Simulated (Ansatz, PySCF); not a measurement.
Gas-phase reaction (SMILES): NB(N)Cl + Cl (HCl) -> NB(Cl)Cl + N (NH3); hydrogen chloride cleaves one B-N bond, a model of a ligand-exchange step.

Geometries: B3LYP-D3(BJ)/def2-TZVP minima from Ansatz (a first-principles code), one conformer each, not searched for the lowest. Valence correlation only, unless marked. No spin-orbit coupling. No relativistic terms. Basis-set limits of correlation are two-point, X^-3; Hartree-Fock from the larger set. Thermal terms are rigid-rotor harmonic-oscillator values from B3LYP-D3(BJ) frequencies (Ansatz or PySCF) at 298.15 K and 1 atm. 1 Eh = 627.5095 kcal/mol.

```
species   E, CCSD(T)/CBS(cc-pV(T+d)Z,cc-pV(Q+d)Z) (Ansatz) (Eh)  E, PBE0-D4/def2-TZVPD (Ansatz + dftd4) (Eh)  H - E (Eh)  G - E (Eh)
--------  -----------------------------------------------------  -------------------------------------------  ----------  ----------
NB(N)Cl                                              -596.51354                                   -596.86182     0.06511     0.03152
Cl (HCl)                                             -460.37849                                   -460.66608     0.01000    -0.01120
NB(Cl)Cl                                            -1000.38439                                  -1001.00905     0.03939     0.00600
N (NH3)                                               -56.50369                                    -56.51535     0.03799     0.01614
```

Question: Work out ΔE and ΔH, ΔG, ΔS and the equilibrium constant at 298.15 K at the first level, then ΔH at the second.

Answer: 
1. ΔE = [(-1000.38439) + (-56.50369)] - [(-596.51354) + (-460.37849)] = 0.00395 Eh = 2.5 kcal/mol at CCSD(T)/CBS(cc-pV(T+d)Z,cc-pV(Q+d)Z).
2. The terms H - E add up to 0.00227 Eh, so ΔH = (0.00395 + (0.00227))×627.5095 = 3.9 kcal/mol.
3. The terms G - E add up to 0.00182 Eh, so ΔG = 3.6 kcal/mol, and ΔS = (0.00227 - (0.00182))×627509.5/298.15 = 0.9 cal/(mol K).
4. log10 K = -ΔG/(RT ln 10) = -2.6, with RT ln 10 = 1.3642 kcal/mol.
5. At PBE0-D4/def2-TZVPD the same steps give ΔE = 2.2 and ΔH = 3.6 kcal/mol, a shift of -0.3 from the first level.
6. These values are not checked against measurement here, since the tables used lack a sound gas-phase enthalpy of formation for at least one species.
